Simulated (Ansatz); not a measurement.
`[CH3][Sn]([OH])([F])[Cl]` → `CCl` + `[OH][Sn][F]` at 400 K and 1 bar (stannylene formation by 1,1-elimination).

Calculated with Ansatz (gas phase, PBE0-D4/def2-TZVP geometries, no zero-point term in ΔE). CCSD(T)/CBS is the MP2 limit (def2-TZVPP, def2-QZVPP) plus CCSD(T) − MP2 in def2-TZVPP, frozen cores. This one scheme is used for every species. def2 core potentials past Kr. For Sn outer-core shells are correlated without core-valence functions, which leaves a few kJ/mol of doubt a bond. One conformer a species, not always the lowest.

```json
{"species": "`[CH3][Sn]([OH])([F])[Cl]`", "CCSD(T)/CBS energy (Eh)": "-889.34819", "H − E (kJ/mol)": "175.8", "S (J/(mol·K))": "434.5"}
{"species": "`CCl`", "CCSD(T)/CBS energy (Eh)": "-499.63220", "H − E (kJ/mol)": "114.2", "S (J/(mol·K))": "247.0"}
{"species": "`[OH][Sn][F]`", "CCSD(T)/CBS energy (Eh)": "-389.66871", "H − E (kJ/mol)": "57.9", "S (J/(mol·K))": "310.9"}
```

H − E and S are ideal-gas, rigid-rotor, harmonic terms from PBE0-D4/def2-TZVP, for one conformer and one mirror image of each species. 1 Eh = 2625.50 kJ/mol, R = 8.31446 J/(mol·K).

By hand: ΔE, ΔH, ΔS and ΔG.

ΔE = (-499.63220) + (-389.66871) − (-889.34819) = 0.04728 Eh = 124.1 kJ/mol. Δ(H − E) = 114.2 + 57.9 − 175.8 = -3.7, so ΔH = 120.4 kJ/mol. ΔS = 247.0 + 310.9 − 434.5 = 123.4 J/(mol·K). ΔG = 120.4 − 400 × (123.4)/1000 = 71.0 kJ/mol.

By hand: the equilibrium constant, and the temperature at which ΔG would vanish if ΔH and ΔS stayed fixed.

log₁₀ K = −ΔG/(RT ln 10) = -9.3. ΔG = 0 at ΔH/ΔS = 976 K.

The number of gas molecules changes by +1, which sets the sign of ΔS. A doubt of 5 kJ/mol in ΔE shifts log₁₀ K by 0.7 here. Other conformers and mirror images would add mixing entropy, several J/(mol·K) or more a flexible species. Modes under 60 cm⁻¹, often nearly free rotors, make the harmonic entropy too high. These are equilibria of isolated gas molecules and say nothing of rates. Largest T1 diagnostic: 0.018 (customary marks: 0.02 for closed shells, 0.045 for open ones).
